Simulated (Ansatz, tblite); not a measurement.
Forces on CrO₂⁻ at its PBE0-D4/def2-TZVPD geometry. Total charge -1; doublet.

The xTB rows come from tblite. At PBE0-D4/def2-TZVPD the charge -1 doublet is spin-contaminated (final ⟨S²⟩ up to 1.75, 0.75 for a pure state). The order of the spin states hangs on the level: the quartet lies 0.80 eV below the doublet at PBE0-D4/def2-TZVPD, but 0.66 eV above it at GFN1-xTB. The structure comes from a short search, and lower isomers may exist.

GFN1-xTB (tblite), largest force 3.25 eV/Å:

```xyz
3
positions Å, forces eV/Å
Cr    0.121   -0.336    0.181   -0.983    2.731   -1.470
O     1.043    0.935    0.596   -0.951   -2.367   -0.162
O    -1.164   -0.598   -0.777    1.933   -0.364    1.632
```

GFN2-xTB (tblite), largest force 2.72 eV/Å:

```
Cr -0.820 2.280 -1.227
O 0.100 -1.355 0.421
O 0.720 -0.925 0.806
```

PBE0-D4/def2-TZVPD (Ansatz), largest force 0.14 eV/Å:

```
Cr 0.042 -0.117 0.063
O -0.091 0.010 -0.075
O 0.049 0.107 0.012
```
